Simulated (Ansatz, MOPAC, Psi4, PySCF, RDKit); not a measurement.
Noncovalent pair: GeH4O2 (SMILES [OH][GeH2][OH]) (first 7 atoms) with CH4 (SMILES C); geometry from B3LYP-D3(BJ)/def2-TZVP, rigid monomers moved along the line of their centres of mass till H7···C8 is 4.52 Å.
(charge 0, multiplicity 1):
```xyz
12

O      1.0036    -0.9543    -0.0097
Ge    -0.4769     0.0225    -0.2424
O     -0.3037     1.5951     0.5834
H      1.7881    -0.5392    -0.3830
H     -0.6777     0.4025    -1.7147
H     -1.5773    -0.8407     0.3862
H     -0.1994     1.5004     1.5363
C      0.7275    -0.2507     5.6016
H      0.8998    -0.7920     6.5306
H      1.1969     0.7310     5.6739
H      1.1601    -0.8045     4.7697
H     -0.3473    -0.1391     5.4548
```

| level | interaction energy (kJ/mol) |
|---|---|
| UFF | -0.9 |
| PM3 | 0.1 |
| PM6 | -0.3 |
| HF/STO-3G (no counterpoise) | -0.2 |
| HF/3-21G (no counterpoise) | -0.4 |
| HF/6-31G* | -0.3 |
| HF/aug-cc-pVDZ | -0.3 |
| PBE/def2-TZVPPD | -0.5 |
| PBE0-D3(BJ)/def2-TZVPPD | -1.1 |
| M06-2X/6-31G* (no counterpoise) | -0.7 |
| wB97X-V/def2-TZVPPD | -0.9 |
| wB97M-V/def2-TZVPPD | -0.9 |
| CCSD(T)/aug-cc-pVDZ | -0.9 |
| SAPT0/aug-cc-pVDZ | -0.9 |

The rows run from -1.1 (PBE0-D3(BJ)/def2-TZVPPD) to 0.1 kJ/mol (PM3). The 3 functionals in def2-TZVPPD without D3 or D4 span 0.4, from wB97M-V to PBE.

Monomers are frozen at their geometry in the pair; levels with a basis set take the counterpoise correction. Rows marked so take none. RDKit's UFF carries no charges.

Cores are frozen in the correlated methods. Filled d and f shells under p-block atoms count as core. Rows in 3-21G, 6-31G*, STO-3G carry no dispersion term and start afresh at each structure (6-31G* with six Cartesian d functions); the Pople sets are all-electron and without relativity. The state reached by PM3, PM6 isn't checked.

Programs: Ansatz (Gaussian basis) for Hartree–Fock, density functionals and correlated methods; MOPAC for PM3, PM6 (differences of heats of formation); Psi4 for SAPT; PySCF for 3-21G rows, 6-31G* rows, STO-3G rows, the dispersion terms; RDKit for the force fields. Each number belongs to the level named beside it.

Ansatz is a first-principles code.
